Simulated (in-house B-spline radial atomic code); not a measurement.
## PBE excitations of neutral xenon

Method: PBE. Computed with an all-electron radial atomic-structure program (B-spline basis): linear response of the closed shell [Kr] 4d10 5s2 5p6 with the functional's adiabatic kernel; scalar-relativistic (spin-free one-electron X2C), finite nucleus, no spin-orbit coupling, no double excitations, S, P, D and F terms only; shells from n = 3 respond. Only terms of natural parity with L up to 3 were computed.

Command:
```bash
python run_td.py task.json out
```
Settings (radii: box in bohr, nucleus in fm):
```
Z                        54
electrons                54
configuration            [Kr] 4d10 5s2 5p6
hamiltonian              x2c
method                   pbe,pbe
box_radius               4.5
wall_radius              4.5
rms_radius               4.7859
intervals                65
```

Cost of the run: 1 s on 1 thread of AMD EPYC 9R45 96-Core Processor (Zen 5), with other jobs on the host.

Confined states, up to the first strongly mixed one, which can leave gaps near the end. Labels give the largest channel, * marks a mixed state, and oscillator strengths are full-response dipole values. Semilocal kernels can invert the small singlet-triplet splittings of Rydberg terms. Energies in eV:

| state | full response | Tamm-Dancoff | oscillator strength |
| --- | --- | --- | --- |
| 5p → 5d 3P | 13.791 | 13.871 | - |
| 5p → 5d 3F | 13.989 | 14.089 | - |
| 5p → 5d 1F | 15.482 | 15.503 | - |
| 5p → 5d 1P | 19.567 | 20.328 | 3.65 |
| 5p → 6s 3P | ? | ? | - |
| 5p → 4f 3D | 21.274 | 21.338 | - |
| 5p → 6s 1P | 21.314 | 21.635 | 3.98 |
| 5p → 4f 1D | 23.995 | 24.087 | - |
| 5s → 5d 3D | 26.456 | 26.471 | - |
| 5p → 6p 3S | 27.637 | 27.703 | - |
| 5s → 5d 1D | ? | ? | - |
| 5p → 6p 3D | 28.452 | 28.481 | - |
| 5p → 6p 1D | 29.170 | 29.233 | - |

Q: Where does 5s → 5d 1D lie?

A: At 28.049 eV in full response, 28.161 eV in Tamm-Dancoff.

Q: Where does 5p → 6s 3P lie?

A: At 20.316 eV in full response, 20.340 eV in Tamm-Dancoff.

Q: How large is the singlet-triplet splitting of 5p → 5d (F terms) in Tamm-Dancoff?

A: 1.41 eV, from the unrounded values.

Q: What polarisabilities and dispersion coefficient does the method give?

A: Dipole 14.53 bohr³, quadrupole 69.32 bohr⁵, C6 130.3 hartree·bohr⁶ for two such species.
